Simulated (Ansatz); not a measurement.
```xyz
6

C    -0.0014   -0.0369   -1.1460
S    -0.0068   -0.0613    0.6563
H    -0.0046   -1.0809   -1.4820
H    -0.9062    0.4520   -1.5467
H     0.9077    0.4526   -1.5489
H    -0.0081    1.2725    0.8486
```

Basis set: STO-3G (spherical functions). Frozen core: 6 orbitals. Charge 0, multiplicity 1.

Computed with Ansatz (development build ahead of 0.2.0); each method stands on the lowest determinant of its kind that the runs found. Restricted open shells among the atoms or ions are ROHF, correlated in semicanonical orbitals with singles.

Q: Give the atomization energy at this shape (free ground-state atoms in the same class of orbitals less the molecule, no zero-point energy) of singlet CH4S by RHF-MP2, RHF.

A:

```json
{"method": "RHF-MP2", "atomization energy": "2022.9 kJ/mol"}
{"method": "RHF", "atomization energy": "1837.4 kJ/mol"}
```

This basis has no polarisation functions and is too small for such energies, which can lie far from measured ones in either direction.
